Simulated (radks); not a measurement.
Q: The mean radii <r> (bohr) of the occupied orbitals of an atom or ion are listed with their occupations. Method: scalar-relativistic Kohn-Sham, r2SCAN, spin-unpolarised, spherical densities, finite nucleus; meta-GGA in the generalised Kohn-Sham scheme; Fermi nuclear charge, rms radius of each element as measured or else 0.836 A^(1/3) + 0.57 fm; computed with a radial shooting solver on a logarithmic mesh with Libxc functionals.

| orbital | occ. | <r> |
|---|---|---|
| 1s | 2 | 0.02037 |
| 2s | 2 | 0.08645 |
| 2p | 6 | 0.07673 |
| 3s | 2 | 0.2250 |
| 3p | 6 | 0.2243 |
| 3d | 10 | 0.2038 |
| 4s | 2 | 0.5079 |
| 4p | 6 | 0.5383 |
| 4d | 10 | 0.5823 |
| 5s | 2 | 1.233 |
| 5p | 6 | 1.428 |
| 4f | 11 | 0.7645 |

Name the element and its charge.

A: Z = 68, erbium, charge +3: Er3+ in [Xe] 4f11. The 1s radius gives Z: for a bare nucleus <r> = (2 gamma + 1)/(2Z) with gamma = sqrt(1 - (Z/c)^2), 0.02012 bohr for Z = 68, and screening makes it slightly larger (0.02037 here). The occupations add up to 65, and the charge is Z minus that.
